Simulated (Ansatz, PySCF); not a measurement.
C4H10Si2, SMILES C1=C[Si@H](C)[SiH2]C1.

Coordinates come from a PBE0-D3(BJ)/def2-SVP optimisation. The structure was generated by enumeration; whether it is a known compound was not checked. The values are those of a single conformer.

Vertical ionisation energy (IE) and electron affinity (EA) in eV. Rows of orbital energies are one-electron estimates. Where ΔSCF, EOM or ADC give a negative EA the extra electron is unbound and the value depends on the basis.

```json
[
 {"level": "−ε(HOMO), −ε(LUMO), CAM-B3LYP/def2-TZVP (PySCF)", "IE": "[?]", "EA": "[?]"},
 {"level": "−ε(HOMO), −ε(LUMO), PBE/def2-TZVP (PySCF)", "IE": "6.26", "EA": "1.27"},
 {"level": "ΔSCF, PBE0/def2-SVPD (Ansatz), final states of multiplicity 2 and 2", "IE": "9.17", "EA": "-1.21"},
 {"level": "ΔSCF, PBE/def2-SVPD (Ansatz), final states of multiplicity 2 and 2", "IE": "8.89", "EA": "-1.02"}
]
```

Fill in the missing entries. (The exact figures need the calculation; the answer reports its results.)


- −ε(HOMO), −ε(LUMO), CAM-B3LYP/def2-TZVP (PySCF), IE: 8.63
- −ε(HOMO), −ε(LUMO), CAM-B3LYP/def2-TZVP (PySCF), EA: -0.83

What vertical singlet–triplet gap does ΔSCF give with PBE0/def2-SVPD (Ansatz, a program for electronic structure) and with PBE/def2-SVPD (Ansatz)? (The exact figures need the calculation; the answer reports its results.)

4.08 and 4.20 eV (triplet above singlet where positive).
